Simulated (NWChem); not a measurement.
System: CH3F3Sn; SMILES [CH3][Sn]([F])([F])[F]

```xyz
8

C      0.0004    -2.1562     0.0089
Sn    -0.0002    -0.0157     0.0003
F      1.0500     0.7635    -1.4392
F      0.7184     0.7764     1.6246
F     -1.7689     0.7689    -0.1944
H     -1.0457    -2.4942    -0.1025
H      0.4260    -2.4894     0.9726
H      0.6212    -2.4964    -0.8395
```
Atoms are numbered in this order, from 1.

Level: PBE-D3(BJ)/def2-SVP with def2 effective core potentials on Sn (NWChem), optimised geometry, unscaled harmonic frequencies. def2 effective core potentials on Sn; no spin-orbit coupling.

List the harmonic frequencies with IR intensities, and the thermochemistry.


```csv
frequency (cm⁻¹),IR intensity (km/mol)
60,0.0
118,0.5
118,0.5
162,13.3
162,13.3
187,44.8
510,1.1
617,45.3
631,54.7
631,54.7
763,34.1
764,34.1
1151,0.1
1376,5.6
1376,5.6
3008,0.4
3141,2.2
3141,2.3
```

```
Quantity                                                                            Value
-----------------------------------------------------------------------  ----------------
zero-point energy                                                           25.6 kcal/mol
thermal correction to the enthalpy at 298.15 K (with zero-point energy)     31.1 kcal/mol
heat capacity Cv                                                         23.5 cal/(mol K)
entropy at 298.15 K and 1 atm (symmetry number 3)                        87.2 cal/(mol K)
```

Rigid rotor and harmonic oscillator; modes under 100 cm⁻¹ make the entropy uncertain.
